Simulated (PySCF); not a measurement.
**From a computed spectrum to the compound**

A species of 3 atoms with charge 1 has these harmonic modes (PBE0, small Gaussian bases with core potentials, PySCF 2.14.0):

```tsv
cm⁻¹	km/mol	symmetry
532	51.5	a1
1663	326.4	b2
1693	108.9	a1
```

Question: Which species is it, and in which structure?

Answer: [HoH2]+ (singlet in the valence; each metal's 4f electrons, 10 of them, lie in its core potential, out of spins and levels):
```xyz
3

Ho    0.0000    0.0000   -0.0140
H     1.5005    0.0000    1.1477
H    -1.5005    0.0000    1.1477
```
Ideal gas at 298.15 K and 1 bar: S = 249.9 J/(mol K), Cp = 38.5 J/(mol K), H − H(0 K) = 10.5 kJ/mol (rigid rotor, harmonic modes, spin degeneracy alone, that of the 4f electrons in the core included). An lcecp potential fixes the number of 4f electrons, so in runs with it no electron can move into or out of that shell.
 This is one of several that fit.
